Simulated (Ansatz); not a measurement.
Mulliken charges of `[OH][Ge][Cl]` from PBE/def2-TZVPP in Ansatz (PBE0-D4/def2-TZVP geometry).

```
atom   x (Å)   y (Å)   z (Å)  charge (e)
  O1  -0.861   0.577  -0.474      -0.358
 Ge2  -0.604  -0.622   0.805       0.504
 Cl3   1.585  -0.860   0.594      -0.332
  H4  -0.065   0.846  -0.945       0.185
```

Task: By hand: the dipole of these point charges (1 e Å = 4.8032 D).

Result: Σ q r = (-0.534, -0.078, 0.203) e Å, of length 0.577 e Å = 2.77 D.

Task: How does the dipole of the full density compare? (Estimate.)

Result: The calculation gave: (-0.148, 0.024, 0.006) e Å, 0.72 D; the point charges give 3.85 times that, at 25° from its direction.

Point charges leave out the atoms' own dipoles, such as those of lone pairs, and Mulliken's split depends on the basis, so the two needn't agree.
